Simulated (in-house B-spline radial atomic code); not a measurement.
Values are calculated unless marked as measured or tabulated.
**Weak and strong correlation along the adiabatic connection**

Two-electron singlets in several external potentials (atomic units), by full CI in B-splines with partial waves to l = 8 (correlation energies up to 0.6 % small). The repulsion is scaled by λ at fixed density; W(λ) is the mean repulsion less the Hartree energy, W(0) = E_x, and the area under W from 0 to 1 is E_xc.

Relative drop (W(λ) − E_x)/E_x:

```tsv
system	λ = 0.12	λ = 0.25	λ = 0.4	λ = 0.6	λ = 0.8	λ = 1
ω²r²/2 − Z/r, ω = 1.94, Z = 1	0.0089	0.0181	0.0281	0.0407	0.0525	0.0635
−V exp(−r²/w²), V = 29.1, w = 0.911	0.0057	0.0117	0.0183	0.0269	0.0351	0.0429
−Z/r, Z = 1.5	0.0162	0.0324	0.0496	0.0702	0.0886	0.1050
ω²r²/2 − Z/r, ω = 0.0546, Z = 0.3	0.0526	0.0954	0.1326	0.1691	0.1961	0.2169
−Z exp(−kr)/r, Z = 8.62, k = 3.52	0.0025	0.0053	0.0083	0.0124	0.0164	0.0202
empty sphere, radius 4.06 bohr	0.0314	0.0606	0.0891	0.1202	0.1453	0.1658
ω²r²/2, ω = 0.459	0.0233	0.0458	0.0686	0.0946	0.1167	0.1355
```

**Question.** Order the systems by how far second-order (GL2) theory, half the initial slope (estimated from the first points of each curve), overshoots the correlation energy, least first.
A. ω²r²/2 − Z/r, ω = 0.0546, Z = 0.3
B. −V exp(−r²/w²), V = 29.1, w = 0.911
C. ω²r²/2 − Z/r, ω = 1.94, Z = 1
D. ω²r²/2, ω = 0.459
E. empty sphere, radius 4.06 bohr
F. −Z exp(−kr)/r, Z = 8.62, k = 3.52
G. −Z/r, Z = 1.5

**Answer.** F (GL2/E_c = 1.03), B (GL2/E_c = 1.08), C (GL2/E_c = 1.13), G (GL2/E_c = 1.22), D (GL2/E_c = 1.33), E (GL2/E_c = 1.44), A (GL2/E_c = 1.83).

**Question.** What else changes along this order?

**Answer.** The ratio follows the bend of the curve. With it the leading natural occupation goes from 1.999 to 1.821 and −T_c/E_c from 0.97 to 0.56 between the first and the last.
